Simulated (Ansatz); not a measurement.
Species: GeH, charge 1, singlet. GeH+ (parent SMILES [GeH], singlet).
B3LYP-D3(BJ)/def2-TZVP minimum from Ansatz (an electronic-structure program):
```
Ge
H 1 1.5926
```
Charge +1, spin multiplicity 1.

Hartree-Fock and CCSD(T) correlation energies in hartree (Ansatz). UHF or UKS for unpaired electrons; spin-orbit terms are left out. Correlated methods leave the cores frozen (noble-gas shells, and filled d and f shells in the p block). No relativity. The spin of HGe+ (parent SMILES [GeH], singlet) was assumed, and the state is the lowest solution found for it.

| basis | X | E(HF) | E(corr, CCSD(T)) |
|---|---|---|---|
| cc-pVTZ | 3 | -2075.66606 | -0.08637 |
| cc-pVQZ | 4 | -2075.66901 | -0.08918 |
| cc-pV5Z | 5 | -2075.66943 | withheld |

**Question.** Fit E(corr) = E∞ + A/X³ to X = 3 and 4, predict X = 5, and compare with the run.

**Answer.** A = (-0.08637 - (-0.08918))/(1/27 - 1/64) = 0.1312; E∞ = -0.08918 - A/64 = -0.09123; at X = 5, E∞ + A/125 = -0.09018. The run gave -0.09009, 0.09 mEh above the prediction. The same form on X = 4 and 5 gives E∞ = -0.09104, 0.19 mEh above the first estimate.
